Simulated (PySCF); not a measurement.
C5H4F2O, SMILES O=C1C=C(F)C[C@H]1F.

Coordinates come from a ωB97X-D3(BJ)/def2-SVP optimisation. The structure was generated by enumeration; whether it is a known compound was not checked. The values are those of a single conformer.

All values below come from PBE/def2-TZVP in PySCF.

**Question.** Estimate the frontier levels, gap, dipole moment. (Estimate from the structure and the level; the computed values follow.)

**Answer.** 
```json
{
 "highest_occupied_level": "-5.93 eV",
 "lowest_empty_level": "-2.60 eV",
 "orbital_gap": "3.33 eV",
 "dipole_moment": "3.52 D",
 "quadrupole, principal values (traceless, Buckingham form, about the centre of nuclear charge)": "-10.91, 3.35, 7.56 D·Å"
}
```
